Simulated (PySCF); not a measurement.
H9NSi3, SMILES [SiH2](N[SiH3])[SiH3].

Geometry optimised at PBE0-D3(BJ)/def2-SVP. The values are those of a single conformer.

Method: PySCF with PBE/def2-TZVP.

Isolated molecule, no solvent.

Computed frontier levels, gap, dipole moment and polarisability:
The highest occupied level comes out as -6.20 eV and the lowest empty level is -1.28 eV. The orbital gap is 4.92 eV and the dipole moment is 1.08 D. The quadrupole, principal values (traceless, Buckingham form, about the centre of nuclear charge) is -2.46, -2.34, 4.80 D·Å and the mean static polarisability comes out as 93.7 bohr³ (13.88 Å³). The polarisability, principal values comes out as 80.0, 94.7, 106.3 bohr³.
